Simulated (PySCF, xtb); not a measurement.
Breaking a bond: SiC, triplet.

- UHF/6-31G* = unrestricted Hartree-Fock/6-31G*, spherical d (PySCF)
- GFN1-xTB (xtb)
- UKS-M06-2X/6-31G* = unrestricted M06-2X/6-31G*, spherical d run with PySCF
- UCCSD(T) = PySCF 2.14.0 with CCSD(T) on UHF/cc-pVTZ, 6 core orbitals frozen

Energies relative to the lowest point of each curve near equilibrium, in kcal/mol; the last columns give the difference from UCCSD(T):

| R / Å | UHF/6-31G* | GFN1-xTB | UKS-M06-2X/6-31G* | UCCSD(T) | UHF/6-31G* − UCCSD(T) | GFN1-xTB − UCCSD(T) | UKS-M06-2X/6-31G* − UCCSD(T) |
|---|---|---|---|---|---|---|---|
| 1.27 | 163.6 | 230.5 | 158.0 | 164.5 | -0.9 | 65.9 | -6.5 |
| 1.36 | 89.2 | 113.5 | 84.1 | 89.5 | -0.3 | 24.0 | -5.4 |
| 1.45 | 44.0 | 48.2 | 39.3 | 43.2 | 0.7 | 4.9 | -4.0 |
| 1.55 | 16.3 | 12.8 | 12.5 | 14.8 | 1.5 | -2.0 | -2.3 |
| 1.60 | 8.4 | 4.5 | 5.4 | 7.0 | 1.4 | -2.5 | -1.6 |
| 1.66 | 2.5 | 0.2 | 1.1 | 1.7 | 0.8 | -1.6 | -0.7 |
| 1.71 | 0.0 | 0.0 | 0.0 | 0.0 | 0.0 | 0.0 | 0.0 |
| 1.77 | 15.1 | 2.8 | 1.1 | 0.4 | 14.7 | 2.4 | 0.7 |
| 1.82 | 16.1 | 6.8 | 3.4 | 2.2 | 13.9 | 4.7 | 1.2 |
| 1.89 | 18.8 | 14.4 | 9.7 | 6.4 | 12.4 | 8.0 | 3.3 |
| 1.98 | 23.8 | 26.1 | 15.1 | 13.7 | 10.1 | 12.4 | 1.4 |
| 2.12 | 33.4 | 42.7 | 26.9 | 26.7 | 6.7 | 16.0 | 0.2 |
| 2.30 | — | 64.6 | 44.7 | 43.4 | — | 21.2 | 1.3 |
| 2.56 | — | 95.6 | 69.3 | 64.1 | — | 31.6 | 5.2 |
| 2.85 | — | 124.8 | 87.4 | 81.2 | — | 43.7 | 6.2 |
| 3.04 | — | 140.3 | 100.1 | 88.4 | — | 51.9 | 11.7 |
| 3.43 | — | — | 108.5 | 95.7 | — | — | 12.8 |
| 3.74 | — | — | 111.2 | 97.9 | — | — | 13.3 |
| 4.16 | — | — | 113.3 | 99.1 | — | — | 14.1 |
| 4.58 | — | — | 114.5 | 99.6 | — | — | 14.8 |
| 5.09 | — | — | 115.5 | 99.9 | — | — | 15.5 |
| 6.00 | — | — | 115.7 | 100.1 | — | — | 15.6 |
| 6.91 | — | — | 115.8 | 100.1 | — | — | 15.6 |

UHF/6-31G* is furthest from UCCSD(T) at 1.77 (14.7 kcal/mol, above); its mean absolute difference over the points is 5.3 kcal/mol.

GFN1-xTB is furthest from UCCSD(T) at 1.27 (65.9 kcal/mol, above); its mean absolute difference over the points is 18.3 kcal/mol.

UKS-M06-2X/6-31G* is furthest from UCCSD(T) at 6.00 (15.6 kcal/mol, above); its mean absolute difference over the points is 6.7 kcal/mol.

Dashes: no converged value, or the column stops at the first point that the program doubted or that broke a chosen test of continuity, which isn't proof of a fault.

The unrestricted solution behind UHF/6-31G* changes between 2.12 and 2.30 Å, which can leave a kink. The unrestricted determinant behind UHF/6-31G* is spin-contaminated at 1.45 to 6.91 Å (<S²> up to 3.0, against 2.00 for a pure triplet). The unrestricted determinant behind UKS-M06-2X/6-31G* is spin-contaminated at 1.82, 2.85 to 6.91 Å (<S²> up to 3.0, against 2.00 for a pure triplet). The unrestricted determinant behind UCCSD(T) is spin-contaminated at 1.45 to 6.91 Å (<S²> up to 3.1, against 2.00 for a pure triplet).
